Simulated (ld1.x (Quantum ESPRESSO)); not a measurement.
Transferability test, PAW potential for gold (Au)

gold, PAW, made with ld1.x (Quantum ESPRESSO) 7.5 (LDA (PZ), scalar-relativistic). Core [Xe] 4f14, reference 5d10 6s1 6p0. Waves: 6s (bound): rcut 2.10, rcutus 2.40 bohr; 6s channel at 4.85 Ry: rcut 2.10, rcutus 2.40 bohr; 6p (bound, empty): rcut 2.30, rcutus 2.65 bohr; 6p channel at 0.3 Ry: rcut 2.30, rcutus 2.65 bohr; 5d (bound): rcut 1.50, rcutus 1.80 bohr; 5d channel at 1.15 Ry: rcut 1.50, rcutus 1.80 bohr. Local part: all-electron potential smoothed inside 2.10 bohr (lloc = -2). Core correction: Bessel-smoothed model core inside 1.50 bohr. Augmentation charge: PSQ, inside the norm-conserving radii.

Energies are relative to the spin-unpolarised reference configuration 5d10 6s1 6p0; without spin polarisation the order of configurations can differ from experiment. Spin-polarised rows fill each open shell by Hund’s rule, majority spin first.

Question: Give the all-electron excitation energy and the error of the potential for: 5d10 6s0 6p0; 5d9 6s0 6p0; 5d8 6s0 6p0; 5d9 6s2 6p0; 5d9 6s1 6p1; 5d7 6s0 6p0; 5d10 6s0 6p1; 5d10 6s1 6p0 (spin-polarised); 5d9 6s0 6p0 (spin-polarised).

Answer:

| valence configuration | charge | ΔE all-electron (eV) | error AE − PS (meV) |
| --- | --- | --- | --- |
| 5d10 6s0 6p0 | +1 | 9.774 | -5.0 |
| 5d9 6s0 6p0 | +2 | 31.275 | -36 |
| 5d8 6s0 6p0 | +3 | 65.442 | -197 |
| 5d9 6s2 6p0 | 0 | 1.601 | -17 |
| 5d9 6s1 6p1 | 0 | 7.518 | -21 |
| 5d7 6s0 6p0 | +4 | 113.441 | -601 |
| 5d10 6s0 6p1 | 0 | 5.398 | -2.1 |
| 5d10 6s1 6p0 (spin-polarised) | 0 | -0.134 | -0.3 |
| 5d9 6s0 6p0 (spin-polarised) | +2 | 31.134 | -37 |

Levels in the configuration 5d9 6s1 6p1:

```json
{"level": "5d", "all-electron (eV)": "-11.155", "pseudo (eV)": "-11.203"}
{"level": "6s", "all-electron (eV)": "-8.433", "pseudo (eV)": "-8.433"}
{"level": "6p", "all-electron (eV)": "-2.290", "pseudo (eV)": "-2.288"}
```
